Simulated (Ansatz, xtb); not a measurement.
# Two isomers of C2H8BeSi

Structure X is `[BeH][CH2][SiH2]C`, a singlet and structure Y is `[CH3][Be][CH2][SiH3]`, a singlet. Both are isolated molecules in the gas phase, relaxed with r2SCAN-D4/def2-SVP; the shapes shown needn't be the lowest conformers.

X (Å):

```yaml
atoms:
  - { symbol: C, position_ang: [-0.2138, -0.5470, 0.5357] }
  - { symbol: C, position_ang: [0.1456, 2.3406, 1.6161] }
  - { symbol: Be, position_ang: [-0.6227, -0.1059, -1.0261] }
  - { symbol: Si, position_ang: [-0.6895, 0.6741, 1.8844] }
  - { symbol: H, position_ang: [-0.9558, 0.2646, -2.2673] }
  - { symbol: H, position_ang: [0.8798, -0.7168, 0.6098] }
  - { symbol: H, position_ang: [-0.6886, -1.5197, 0.7777] }
  - { symbol: H, position_ang: [-2.1775, 0.8642, 1.8871] }
  - { symbol: H, position_ang: [-0.3140, 0.1584, 3.2421] }
  - { symbol: H, position_ang: [1.2427, 2.2334, 1.5974] }
  - { symbol: H, position_ang: [-0.1067, 3.0484, 2.4217] }
  - { symbol: H, position_ang: [-0.1641, 2.7977, 0.6615] }
```

Y (Å):

```xyz
12

C    -1.7950    0.5302   -0.2412
C     1.3561   -0.2025    0.6465
Be   -0.2235    0.1599    0.2113
Si    2.6756    0.3806   -0.5514
H    -1.8693    1.5135   -0.7415
H    -2.2159   -0.2076   -0.9492
H    -2.4912    0.5665    0.6167
H     1.4694   -1.2985    0.7662
H     1.5815    0.2388    1.6379
H     2.4702   -0.2275   -1.9048
H     2.6221    1.8685   -0.7167
H     4.0632    0.0295   -0.1092
```

Quicker runs give these differences E(Y) − E(X): GFN2-xTB +23.4 kcal/mol; HF/STO-3G +1.5 kcal/mol (at GFN2-xTB geometries); r2SCAN-D4/def2-SVP//GFN2-xTB −4.1 kcal/mol.

Estimate E(Y) − E(X) at the level CCSD(T)/def2-SVP + ΔMP2/def2-TZVPP.

Calculated at CCSD(T)/def2-SVP + ΔMP2/def2-TZVPP: E(Y) − E(X) = −2.2 kcal/mol, so structure Y lies lower.

The same difference at several levels:

```
                             level            geometry  E(Y) − E(X) (kcal/mol)  departure from the last row (kcal/mol)  job, with rough time for the two
                          GFN2-xTB            GFN2-xTB                     +23.4                                   +25.6              optimisation, 0.31 s
                         HF/STO-3G            GFN2-xTB                      +1.5                                    +3.8              single point, 0.26 s
      r2SCAN-D4/def2-SVP//GFN2-xTB            GFN2-xTB                      −4.1                                    −1.9               single point, 3.5 s
                r2SCAN-D4/def2-SVP  r2SCAN-D4/def2-SVP                      −3.2                                    −1.0                optimisation, 36 s
                       HF/def2-SVP  r2SCAN-D4/def2-SVP                      −2.1                                    +0.1           part of the CCSD(T) run
                      MP2/def2-SVP  r2SCAN-D4/def2-SVP                      −1.5                                    +0.7           part of the CCSD(T) run
                  CCSD(T)/def2-SVP  r2SCAN-D4/def2-SVP                      −1.7                                    +0.5                      single point
CCSD(T)/def2-SVP + ΔMP2/def2-TZVPP  r2SCAN-D4/def2-SVP                      −2.2                                                        single point, 20 s
```

As drawn, Y has 1 C–Be, 1 Si–H in place of 1 C–Si, 1 Be–H.

GFN2-xTB, HF/STO-3G put the two in the other order. The largest departure from CCSD(T)/def2-SVP + ΔMP2/def2-TZVPP is that of GFN2-xTB, 25.6 kcal/mol. The last row adds to CCSD(T) the change of the MP2 difference between the two basis sets, here −0.5 kcal/mol.

With harmonic frequencies from r2SCAN-D4/def2-SVP (ideal gas, rigid rotor, one conformer each, 298.15 K, 1 atm): on the last row, ΔE + ΔZPE = −2.4 kcal/mol. A mode under 50 cm⁻¹ makes harmonic enthalpies and free energies unreliable, so none is given.

The correlated steps freeze 7 core orbitals; the last core shell of Be is correlated, in a basis made for valence electrons. Run with Ansatz 0.2.0, xtb 6.7.1; the last row on 2 threads of Arm Neoverse V1 on a shared host.
